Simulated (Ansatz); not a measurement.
Species: H$_{3}$B$_{2}$N, SMILES `BB=N` (charge 0, multiplicity 1).

Task: Give a relaxed geometry from CAM-B3LYP-D3(BJ)/def2-TZVP (Ansatz, a first-principles code).

Result: This is not unique; one that fits is the end point of this relaxation, one of several conformers (outside a Z-matrix the atoms follow the SMILES, hydrogens last).
Bonded distances (Å): B1–B2 1.655, B1–H4 1.188, B1–H5 1.188, B2–N3 1.235, N3–H6 0.992. Bond angles (°): B2–B1–H4 121.0, B2–B1–H5 121.0, H4–B1–H5 118.1, B1–B2–N3 179.9, B2–N3–H6 179.9.
